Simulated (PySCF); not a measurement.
Computed vibrations of [Hf(NH2)2]2+

[Hf(NH2)2]2+ (singlet). PySCF 2.14.0, RKS PBE0, Hf def2-SVP with ECP60, N def2-SVP, H def2-SVP; non-relativistic Hamiltonian with scalar-relativistic core potentials where named; density fitting; no spin-orbit coupling. Central differences of gradients.

```xyz
7

Hf    0.0000   -0.1197   -0.1506
N     1.4700    0.6418    0.8076
H     2.4725    0.4826    0.6073
H     1.4233    1.2834    1.6151
N    -1.4700    0.6418    0.8076
H    -1.4233    1.2834    1.6151
H    -2.4725    0.4826    0.6073
```

Run from Python with OMP_NUM_THREADS=2. Where DIIS fails, smearing, a level shift and second-order steps follow.
It took 27 s on 2 threads of Arm Neoverse V2, with other jobs on the host.

(1) What are the harmonic wavenumbers and infrared intensities?

(2) Is this a minimum?

## Answers

(1) Modes are labelled in C2v; negative numbers are unstable modes, those under 60 cm⁻¹ near the noise; a finer grid moves soft modes by up to 10 cm⁻¹.
```csv
cm⁻¹,km/mol,symmetry
209,2.5,a1
294,0.0,a2
315,3.9,b1
488,28.6,b2
547,30.4,a1
743,0.0,a2
750,59.4,b2
772,13.0,a1
773,568.6,b1
1472,108.7,b2
1488,71.9,a1
3399,687.6,b2
3418,109.2,a1
3481,78.8,b2
3488,338.1,a1
```

(2) Yes. Ideal gas at 298.15 K and 1 bar: S = 302.0 J/(mol K), Cp = 77.7 J/(mol K), H − H(0 K) = 15.6 kJ/mol (rigid rotor, harmonic modes, spin degeneracy alone).
